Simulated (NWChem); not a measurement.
# CH$_{4}$F$_{2}$Si; SMILES C(F)[SiH2]F

Computed with NWChem. Level Hartree-Fock/def2-SVP: optimisations from one semi-empirical or force-field start; each run changes one setting, and all end within 0.3 mHa of each other. One conformer.

```tsv
setting	optimisation steps
redundant internal coordinates, default thresholds	11
loose thresholds	9
trust radius 0.05	19
tight thresholds	16
```
